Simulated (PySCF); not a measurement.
Rows and methods have been separated. Pair them.

CH2BF3O.
SMILES: `FBOC(F)F`

The closed-shell ground state was solved 7 times with PySCF (density fitting, gas phase), always in the pcSseg-2 basis (244 functions), with these functionals: B97-2, BP86, CAM-B3LYP, HF, LC-wPBE, LDA and mPW1PW91. Geometry: PBE0-D3(BJ)/def2-SVP, one conformer, isolated molecule.

```tsv
row	total energy (Eh)	HOMO (eV)	LUMO (eV)	dipole (D)
P	-439.2013	-8.89	-1.46	1.24
Q	-439.0979	-10.53	-0.42	1.36
R	-439.0662	-10.20	-0.40	1.35
S	-437.1915	-14.74	2.51	1.63
T	-439.0935	-12.03	0.58	1.43
U	-438.9620	-13.34	1.82	1.41
V	-436.1639	-8.92	-1.75	1.28
```

Question: Which functional belongs to which row?

Answer: P = BP86, Q = mPW1PW91, R = B97-2, S = HF, T = CAM-B3LYP, U = LC-wPBE, V = LDA. By rising HOMO–LUMO gap: LDA (LDA) 7.17 eV; BP86 (GGA) 7.43 eV; B97-2 (global hybrid, 21 % exact exchange) 9.80 eV; mPW1PW91 (global hybrid, 25 % exact exchange) 10.11 eV; CAM-B3LYP (range-separated hybrid) 12.61 eV; LC-wPBE (range-separated hybrid) 15.16 eV; HF (all exact exchange) 17.25 eV. Total energies of different functionals aren't bounds to one another; each is stationary for its own functional.

The values belong to the conformer `[F:1][BH:2][O:3][CH:4]([F:5])[F:6]`: F1–B2–O3–C4 2°, B2–O3–C4–F5 87°.
